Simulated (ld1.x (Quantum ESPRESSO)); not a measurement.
Before and after: TM potential for bismuth

ld1.x (Quantum ESPRESSO) 7.5 input, shortened:

```
&input
   title='Bi', zed=83., rel=1, dft='PZ', iswitch=3,
   config='[Xe] 4f14 5d10 6s2 6p2.5'
 /
 &inputp
   pseudotype=2, tm=.true., lloc=0,
   nlcc=.true., rcore=1.00
 /
2
6P  2  1   2.50   0.00  2.25  2.25  0.0
6S  1  0   2.00   0.00  2.05  2.05  0.0
 &test
   configts(1)='6s2 6p2.5'
 /
```

Change: reference 6s2 6p3.

Cutoffs: the cutoffs (Ry, on a coarse ladder) from which the occupation-weighted sum of valence levels, in a spherical-Bessel basis at the reference potential, stays within 10 and 1 mRy of its value at 400 Ry; they do not see the model core or the augmentation charge, which bear on the density cutoff. Errors are all-electron minus pseudo energies relative to the spin-unpolarised reference configuration.

Task: What does the change do?

Result: The potential gets neither clearly harder nor softer (25 Ry and 45 Ry → 25 Ry and 45 Ry); the bound ghost in d disappears.

```csv
quantity,base,changed
"cutoff, loose",25 Ry,25 Ry
"cutoff, tight",45 Ry,45 Ry
bound ghosts,d,none
"largest error over its own tests, meV",-99,-247
s: phases at 2.46 bohr within 0.05 rad from the reference energy up to (Ry; the scan ends near 5),2.5,2.8
p: phases at 2.46 bohr within 0.05 rad from the reference energy up to (Ry; the scan ends near 5),3.5,3.7
```

 A true bound ghost makes a file unfit for plane-wave use even where its test errors are small: the radial tests pick states by their node count and pass the ghost by.
